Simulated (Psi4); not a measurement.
C5H13O2Si (SMILES CCO[Si](C)OCC), doublet, geometry from GFN2-xTB; B3LYP/3-21G (Psi4).

Input for Psi4:
```
memory 2 GB

molecule mol {
0 2
C     3.058462    0.289109    1.247192
C     2.242422    0.657093    0.016203
O     0.926686    0.224248    0.186663
Si   -0.302328    0.124535   -0.899899
C     0.123094   -0.960464   -2.403280
O    -1.484392   -0.683110   -0.119579
C    -1.912359   -0.530636    1.199595
C    -2.615878    0.801456    1.417581
H     4.084228    0.627599    1.129050
H     2.628144    0.755236    2.129992
H     3.052867   -0.788896    1.387903
H     2.676410    0.192000   -0.877940
H     2.250262    1.744886   -0.131610
H     0.504510   -1.925041   -2.071923
H    -0.750687   -1.137556   -3.018467
H     0.880050   -0.488960   -3.021792
H    -1.054049   -0.610716    1.876463
H    -2.600457   -1.359328    1.401041
H    -2.985190    0.868389    2.437320
H    -1.916768    1.613120    1.231283
H    -3.449513    0.897332    0.726850
}

set {
  basis 3-21g
  reference uks
}

energy('b3lyp')
print_variables()
```

Output, abridged:

```
   => Loading Basis Set <=

    Name: 3-21G
    Role: ORBITAL
    Keyword: BASIS

         ---------------------------------------------------------
                                   SCF
               by Justin Turney, Rob Parrish, Andy Simmonett
                          and Daniel G. A. Smith
                              UKS Reference
         ---------------------------------------------------------

  ==> Geometry <==

    Molecular point group: c1
    Full point group: C1

    Geometry (in Angstrom), charge = 0, multiplicity = 2:

       Center              X                  Y                   Z               Mass
    ------------   -----------------  -----------------  -----------------  -----------------
         C            3.083140958323     0.292006412983     1.270884444279    12.000000000000
         C            2.267100958323     0.659990412983     0.039895444279    12.000000000000
         O            0.951364958323     0.227145412983     0.210355444279    15.994914619570
         SI          -0.277649041677     0.127432412983    -0.876206555721    27.976926534650
         C            0.147772958323    -0.957566587017    -2.379587555721    12.000000000000
         O           -1.459713041677    -0.680212587017    -0.095886555721    15.994914619570
         C           -1.887680041677    -0.527738587017     1.223287444279    12.000000000000
         C           -2.591199041677     0.804353412983     1.441273444279    12.000000000000
         H            4.108906958323     0.630496412983     1.152742444279     1.007825032230
         H            2.652822958323     0.758133412983     2.153684444279     1.007825032230
         H            3.077545958323    -0.785998587017     1.411595444279     1.007825032230
         H            2.701088958323     0.194897412983    -0.854247555721     1.007825032230
         H            2.274940958323     1.747783412983    -0.107917555721     1.007825032230
         H            0.529188958323    -1.922143587017    -2.048230555721     1.007825032230
         H           -0.726008041677    -1.134658587017    -2.994774555721     1.007825032230
         H            0.904728958323    -0.486062587017    -2.998099555721     1.007825032230
         H           -1.029370041677    -0.607818587017     1.900155444279     1.007825032230
         H           -2.575778041677    -1.356430587017     1.424733444279     1.007825032230
         H           -2.960511041677     0.871286412983     2.461012444279     1.007825032230
         H           -1.892089041677     1.616017412983     1.254975444279     1.007825032230
         H           -3.424834041677     0.900229412983     0.750542444279     1.007825032230

  Running in c1 symmetry.

  Rotational constants: A =      0.06841  B =      0.03592  C =      0.02609 [cm^-1]
  Rotational constants: A =   2050.74398  B =   1076.84870  C =    782.02277 [MHz]
  Nuclear repulsion =  480.440605686161462

  Charge       = 0
  Multiplicity = 2
  Electrons    = 73
  Nalpha       = 37
  Nbeta        = 36

  ==> Algorithm <==

  SCF Algorithm Type is DF.
  DIIS enabled.
  MOM disabled.
  Fractional occupation disabled.
  Guess Type is SAD.
  Energy threshold   = 1.00e-06
  Density threshold  = 1.00e-06
  Integral threshold = 1.00e-12

  ==> Primary Basis <==

  Basis Set: 3-21G
    Blend: 3-21G
    Number of shells: 68
    Number of basis functions: 102
    Number of Cartesian functions: 102
    Spherical Harmonics?: false
    Max angular momentum: 1

  ==> DFT Potential <==

   => LibXC <=

    Version 7.1.2
    S. Lehtola, C. Steigemann, M. J. T. Oliveira, and M. A. L. Marques,  SoftwareX 7, 1–5 (2018) (10.1016/j.softx.2017.11.002)

   => Composite Functional: B3LYP <=

    B3LYP Hyb-GGA Exchange-Correlation Functional

    P. J. Stephens, F. J. Devlin, C. F. Chabalowski, and M. J. Frisch,  J. Phys. Chem. 98, 11623 (1994) (10.1021/j100096a001)

    Deriv               =              1
    GGA                 =           TRUE
[...]

  ==> Pre-Iterations <==

  SCF Guess: Superposition of Atomic Densities via on-the-fly atomic UHF (no occupation information).

   -------------------------
    Irrep   Nso     Nmo
   -------------------------
     A        102     102
   -------------------------
    Total     102     102
   -------------------------

  ==> Iterations <==

                           Total Energy        Delta E     RMS |[F,P]|

   @DF-UKS iter SAD:  -633.87641652155435   -6.33876e+02   0.00000e+00
   @DF-UKS iter   1:  -634.39661742731096   -5.20201e-01   1.04275e-02 ADIIS/DIIS
   @DF-UKS iter   2:  -634.13781506262160    2.58802e-01   1.25867e-02 ADIIS/DIIS
   @DF-UKS iter   3:  -634.89348966309103   -7.55675e-01   2.04599e-03 ADIIS/DIIS
   @DF-UKS iter   4:  -634.91012904022068   -1.66394e-02   5.03051e-04 ADIIS/DIIS
   @DF-UKS iter   5:  -634.91124168284534   -1.11264e-03   1.00445e-04 ADIIS/DIIS
   @DF-UKS iter   6:  -634.91128938956876   -4.77067e-05   5.28234e-05 DIIS
   @DF-UKS iter   7:  -634.91130008524897   -1.06957e-05   1.43674e-05 DIIS
   @DF-UKS iter   8:  -634.91130101591534   -9.30666e-07   4.24099e-06 DIIS
   @DF-UKS iter   9:  -634.91130112194242   -1.06027e-07   1.39415e-06 DIIS
   @DF-UKS iter  10:  -634.91130113710506   -1.51626e-08   2.93703e-07 DIIS
  Energy and wave function converged.

  ==> Post-Iterations <==

   Electrons on quadrature grid:
      Nalpha   =   37.0000104498 ; deviation = 1.045e-05
      Nbeta    =   36.0000062637 ; deviation = 6.264e-06
      Ntotal   =   73.0000167135 ; deviation = 1.671e-05

   @Spin Contamination Metric:   1.178326030E-03
   @S^2 Expected:                7.500000000E-01
   @S^2 Observed:                7.511783260E-01
   @S   Expected:                5.000000000E-01
   @S   Observed:                5.000000000E-01

    Orbital Energies [Eh]
    ---------------------

    Alpha Occupied:

[...]
      37A     -0.163645

    Alpha Virtual:

[...]
    Beta Occupied:

[...]
    Beta Virtual:

[...]
    Final Occupation by Irrep:
              A
    DOCC [    36 ]
    SOCC [     1 ]
    NA   [    37 ]
    NB   [    36 ]

  @DF-UKS Final Energy:  -634.91130113710506

   => Energetics <=

    Nuclear Repulsion Energy =            480.4406056861614616
    One-Electron Energy =               -1824.7211389029048405
    Two-Electron Energy =                 766.0084652804299594
    DFT Exchange-Correlation Energy =     -56.6392332007916792
    Empirical Dispersion Energy =           0.0000000000000000
    VV10 Nonlocal Energy =                  0.0000000000000000
    Total Energy =                       -634.9113011371050561

  UHF NO Occupations:
  HONO-2 :   35  A 1.9998286
  HONO-1 :   36  A 1.9997570
  HONO-0 :   37  A 1.0000000
  LUNO+0 :   38  A 0.0002430
  LUNO+1 :   39  A 0.0001714
  LUNO+2 :   40  A 0.0001033
  LUNO+3 :   41  A 0.0000187

Computation Completed

Properties will be evaluated at   0.000000,   0.000000,   0.000000 [a0]

Properties computed using the SCF density matrix

 Multipole Moments:

 ------------------------------------------------------------------------------------
     Multipole            Electronic (a.u.)      Nuclear  (a.u.)        Total (a.u.)
 ------------------------------------------------------------------------------------

 L = 1.  Multiply by 2.5417464519 to convert [e a0] to [Debye]
 Dipole X            :         -2.9693943            3.4044870            0.4350927
 Dipole Y            :         -0.1745024            0.3997114            0.2252089
 Dipole Z            :         -3.1730859            3.2683766            0.0952907
 Magnitude           :                                                    0.4991043

 ------------------------------------------------------------------------------------

  Variable Map:
  ----------------------------------------------------------------------------
[...]
  Array Variable Map:
  ----------------------------------------------------------------------------
[...]
[...]
```
